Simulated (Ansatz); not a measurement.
Molecule: sum formula SiNHF3, net charge 0, doublet state. It need not be the lowest isomer of its formula. 
Coordinates optimised at B3LYP-D3(BJ)/def2-TZVP (Ansatz, a quantum-chemistry and plane-wave program):
SMILES: [NH][Si](F)(F)F
```xyz
6

Si     0.0157    -0.0001     0.0110
F     -0.2161    -1.0721    -1.1253
F     -0.6697    -0.5341     1.3224
F     -0.7062     1.3436    -0.3979
N      1.6976     0.2520     0.3070
H      2.2265     0.6008    -0.4951
```
Charge 0, spin multiplicity 2.

Property: atomisation energy (electronic, to ground-state atoms), in kcal/mol. Correlated levels leave the core frozen unless marked. Open shells are spin-unrestricted. Spin-orbit coupling is left out. No relativistic terms. The coupled-cluster limit lacks core correlation, which all-electron functionals hold. CBS(X,Y): correlation extrapolated as X^-3; Hartree-Fock from the larger set (for Q and 5 zeta extrapolated as (X+1)exp(-9√X)).

```tsv
level	program	atomisation energy (kcal/mol)
PBE/def2-TZVPD	Ansatz	593.5
revPBE/def2-TZVPD	Ansatz	(withheld)
BHLYP/def2-TZVPD	Ansatz	555.4
HSE06-D3(BJ)/def2-TZVPD	Ansatz + dftd3	(withheld)
B2GP-PLYP-D3(BJ)/def2-TZVPD	Ansatz + dftd3	581.0
CCSD(T)/CBS(cc-pV(Q+d)Z,cc-pV(5+d)Z)	Ansatz	(withheld)
```

Task: Some entries are withheld; supply them.

Result: 
- revPBE/def2-TZVPD, atomisation energy (kcal/mol): 566.9
- HSE06-D3(BJ)/def2-TZVPD, atomisation energy (kcal/mol): 577.4
- CCSD(T)/CBS(cc-pV(Q+d)Z,cc-pV(5+d)Z), atomisation energy (kcal/mol): 592.1
